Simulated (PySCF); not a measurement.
**Polarisability and C₆ of Ne(2+) (neon, charge +2)**

[He] 2s2 2p3 3s1, high-spin 5S determinant (an excited configuration). Calculation: PySCF 2.14, in aug-cc-pVQZ with one added diffuse shell each of s, p, d, f, g type (7s6p5d4f3g, 105 functions); the non-relativistic Hamiltonian (point nucleus). Coupled (time-dependent) response in atomic units; α is the mean over directions.

```csv
method,mean α (bohr³),C₆ (like pair),S(−4)
UHF,28.28,105.0,1009
PBE,24.37,83.68,765.5
PBE0,25.68,90.45,846.2
revPBE,25.66,90.01,852.5
M06-2X,28.43,103.9,1059
```

S(−4) is the Cauchy moment in α(ω) = α(0) + S(−4) ω² + …

α(iu) at M06-2X:

```tsv
u (hartree)	α(iu) (bohr³)
0	28.43
0.0500	26.01
0.100	20.79
0.200	11.80
0.300	7.125
0.500	3.462
0.750	1.943
1.00	1.306
1.50	0.7644
2.00	0.5301
3.00	0.3151
5.00	0.1539
```

For an ion, C₆ is the dispersion term alone; charge-induced terms of lower order in 1/R come first.

The outer electron is Rydberg-like, and this basis confines it to a smaller radius and binds it less than a complete one would.
